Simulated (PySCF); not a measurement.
**C₆ coefficients of unlike pairs at UHF**

Calculated with PySCF 2.14 from the dipole response of each species, C₆(A,B) = (3/π) ∫ α_A(iu) α_B(iu) du, in atomic units, from isotropic polarisabilities. For ions this is the dispersion term alone; charge-induced terms of lower order in 1/R come first.

```csv
species,configuration,basis,relativity,α (bohr³),C₆ (like pair)
N,[He] 2s2 2p3 (4S),aug-cc-pVQZ (6s5p4d3f2g),none,7.173,23.29
Ag⁺,[Kr] 4d10 (1S),aug-cc-pwCVTZ-PP with ECP28MDF (8s8p7d4f3g),core potential,8.458,49.18
I⁺,[Kr] 4d10 5s2 5p4 (3P),aug-cc-pwCVTZ-DK3 (10s9p7d4f1g),spin-free X2C,20.11,175.0
```

**Question.** Estimate C₆ for I⁺ with N.

**Answer.** The integral gives 63.77. The combination rule 2 C_A C_B / (C_A α_B/α_A + C_B α_A/α_B) gives 63.82 and the geometric mean 63.84.

No spin-orbit coupling is included.

The other pairs:

```csv
pair,C₆
"Ag⁺, N",33.02
"I⁺, Ag⁺",89.90
```
